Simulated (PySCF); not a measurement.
HO₂, charge -1, multiplicity 1. Atoms are numbered in the order given.

```xyz
3

O      0.0156     0.8100     0.0000
O     -0.1179    -0.6946     0.0000
H      0.8188    -0.9232     0.0000
```
Charge -1, spin multiplicity 1.

Coordinates come from a r2SCAN-D4/def2-TZVPD optimisation. The spin state was assumed, not searched. The isomer is the one that the SMILES or the coordinates give; other isomers of the formula were not compared.

Estimates of the vertical detachment energy (IE) of the anion in eV. Rows of orbital energies are one-electron estimates, which approximate functionals can put far too low.

```tsv
level	IE
−ε(HOMO), −ε(LUMO), HF/def2-TZVPD (PySCF)	3.18
−ε(HOMO), −ε(LUMO), M06-2X/def2-TZVPD (PySCF)	0.50
EOM-CCSD/aug-cc-pVDZ (PySCF)	1.16
```
